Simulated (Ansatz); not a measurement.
ClFH5NSi2 (`F[SiH2]N[SiH2]Cl`) at its PBE0-D4/def2-TZVP geometry, where that method's forces vanish. Charge 0, multiplicity 1.

| atom | x (Å) | y (Å) | z (Å) |
| --- | --- | --- | --- |
| F1 | 0.7863 | -2.3446 | -0.6784 |
| Si2 | -0.2673 | -1.1847 | -0.9922 |
| N3 | -0.5203 | -0.1519 | 0.3512 |
| Si4 | 0.2980 | 1.3070 | 0.7361 |
| Cl5 | 1.8464 | 1.0281 | 2.0623 |
| H6 | 0.2893 | -0.3714 | -2.0930 |
| H7 | -1.5363 | -1.8640 | -1.3329 |
| H8 | -1.1344 | -0.5098 | 1.0715 |
| H9 | -0.6352 | 2.2491 | 1.3905 |
| H10 | 0.8734 | 1.8421 | -0.5149 |

**Question.** For each bond, give half the difference of the two atoms' forces along it (eV/Å; positive pushes the atoms apart) under PBE-D4, r2SCAN-D4, B3LYP-D4, ωB97M-V in def2-TZVPP. (Estimate.)

**Answer.** Ansatz gave: 
```tsv
bond	length (Å)	PBE-D4	r2SCAN-D4	B3LYP-D4	ωB97M-V
F1–Si2	1.598	0.49	0.04	0.21	0.17
Si2–N3	1.713	0.03	0.02	0.07	0.07
Si2–H6	1.478	-0.01	-0.03	-0.11	-0.16
Si2–H7	1.479	-0.01	-0.05	-0.14	-0.18
N3–Si4	1.716	0.10	0.02	0.07	0.08
N3–H8	1.012	0.18	0.03	-0.03	-0.03
Si4–Cl5	2.058	0.14	0.06	0.22	0.09
Si4–H9	1.479	0.03	-0.04	-0.14	-0.17
Si4–H10	1.477	0.04	-0.03	-0.12	-0.15
```

B3LYP here is the variant with VWN-RPA as its local correlation; programs differ in this.
